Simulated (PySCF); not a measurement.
Isomers of C7H19NSi, mass 145.129 u with the commonest isotopes. Method: PBE0-D3(BJ)/def2-SVP geometry optimisation, gas phase (PySCF). One conformer each, none proved a minimum here; rigid rotors.

**Question.** Order these by dipole moment, largest first.
A. `[CH3:1][CH:2]([CH3:3])[CH2:4][C@H:5]([CH3:6])[CH2:7][NH:8][SiH3:9]` with C1–C2–C4–C5 -58°, C2–C4–C5–C6 -58°, C4–C5–C7–N8 -174°, C5–C7–N8–Si9 -143°
B. `[CH3:1][CH:2]([CH3:3])[C@H:4]([CH3:5])[SiH2:6][N:7]([CH3:8])[CH3:9]` with C1–C2–C4–C5 59°, C2–C4–Si6–N7 -47°, C4–Si6–N7–C8 144°
C. `[CH3:1][CH:2]([CH3:3])[N:4]([SiH3:5])[C:6]([CH3:7])([CH3:8])[CH3:9]` with C1–C2–N4–Si5 71°

**Answer.** C (1.37 D), A (1.18 D), B (0.82 D).

**Question.** Order these by radius of gyration √(Σ m r²/M), largest first.
A. `[CH3:1][CH:2]([CH3:3])[CH2:4][C@H:5]([CH3:6])[CH2:7][NH:8][SiH3:9]` with C1–C2–C4–C5 -58°, C2–C4–C5–C6 -58°, C4–C5–C7–N8 -174°, C5–C7–N8–Si9 -143°
B. `[CH3:1][CH:2]([CH3:3])[C@H:4]([CH3:5])[SiH2:6][N:7]([CH3:8])[CH3:9]` with C1–C2–C4–C5 59°, C2–C4–Si6–N7 -47°, C4–Si6–N7–C8 144°
C. `[CH3:1][CH:2]([CH3:3])[N:4]([SiH3:5])[C:6]([CH3:7])([CH3:8])[CH3:9]` with C1–C2–N4–Si5 71°

**Answer.** A (2.884 Å), B (2.341 Å), C (2.133 Å).

**Question.** Order these by rotational constant A, smallest first.
A. `[CH3:1][CH:2]([CH3:3])[N:4]([SiH3:5])[C:6]([CH3:7])([CH3:8])[CH3:9]` with C1–C2–N4–Si5 71°
B. `[CH3:1][CH:2]([CH3:3])[CH2:4][C@H:5]([CH3:6])[CH2:7][NH:8][SiH3:9]` with C1–C2–C4–C5 -58°, C2–C4–C5–C6 -58°, C4–C5–C7–N8 -174°, C5–C7–N8–Si9 -143°
C. `[CH3:1][CH:2]([CH3:3])[C@H:4]([CH3:5])[SiH2:6][N:7]([CH3:8])[CH3:9]` with C1–C2–C4–C5 59°, C2–C4–Si6–N7 -47°, C4–Si6–N7–C8 144°

**Answer.** A (1563 MHz), C (1878 MHz), B (3613 MHz).

| SMILES | point group | Ia (u·Å²) | Ib (u·Å²) | Ic (u·Å²) | κ | μa (D) | μb (D) | μc (D) |
| --- | --- | --- | --- | --- | --- | --- | --- | --- |
| CC(C)N([SiH3])C(C)(C)C | C1 | 323.31 | 450.20 | 547.31 | -0.38 | 0.58 | 1.23 | 0.12 |
| CC(C)C[C@H](C)CN[SiH3] | C1 | 139.89 | 1124.88 | 1150.24 | -0.99 | 0.93 | 0.24 | 0.69 |
| CC(C)[C@H](C)[SiH2]N(C)C | C1 | 269.06 | 633.39 | 688.78 | -0.89 | 0.14 | 0.73 | 0.34 |
